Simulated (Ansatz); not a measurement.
Geometry optimisation, Ansatz, RKS B3LYP/def2-SVP.

The input (input.yaml):

```yaml
crystal:
  periodic: [false, false, false]
  atoms:
    - { symbol: C, position_ang: [-0.3468, 1.3354, -0.6146] }
    - { symbol: B, position_ang: [-0.5321, -0.1835, -0.3762] }
    - { symbol: Ge, position_ang: [0.7328, -1.1123, 0.8469] }
    - { symbol: I, position_ang: [-2.0425, -1.3271, -1.3706] }
    - { symbol: H, position_ang: [0.6032, 1.5935, -1.0792] }
    - { symbol: H, position_ang: [-0.5046, 1.9357, 0.3355] }
    - { symbol: H, position_ang: [-1.158, 1.7216, -1.3241] }
    - { symbol: H, position_ang: [0.4557, -2.6055, 0.923] }
    - { symbol: H, position_ang: [0.6656, -0.4735, 2.3181] }
    - { symbol: H, position_ang: [2.2098, -0.9355, 0.3443] }
basis:
  gaussian: { orbitals: def2-SVP }
hamiltonian:
  xc: b3lyp
relax:
  f_tol: 0.015
  max_steps: 40
output:
  orbitals: {}
```

Command:

```bash
$ ansatz run input.yaml --threads 2 --pin off --max-ram 3072MiB --backend cpu --events-out ev --progress --plain --runs-dir out
```

**Question.** Where does it end, and by what steps?

**Answer.** The run converged. After 5 steps the energy has fallen by 0.227 eV; C1 moved furthest, 0.11 Å.

```tsv
step	energy less start (eV)	largest force component (eV/Å)	accepted
0	0.0000	2.477	yes
1	-0.1938	0.411	yes
2	-0.2244	0.120	yes
3	-0.2268	0.043	yes
4	-0.2271	0.018	yes
5	-0.2271	0.005	yes
```

```xyz
10
Properties=species:S:1:pos:R:3
C -0.425 1.381 -0.671
B -0.533 -0.154 -0.403
Ge 0.777 -1.151 0.876
I -2.085 -1.303 -1.365
H 0.597 1.623 -1.019
H -0.532 1.918 0.292
H -1.152 1.794 -1.385
H 0.496 -2.661 1.000
H 0.707 -0.529 2.293
H 2.235 -0.969 0.386
```

Run time: 25 s on 2 threads of Arm Neoverse V2, on a shared host, peak memory 0.32 GiB.
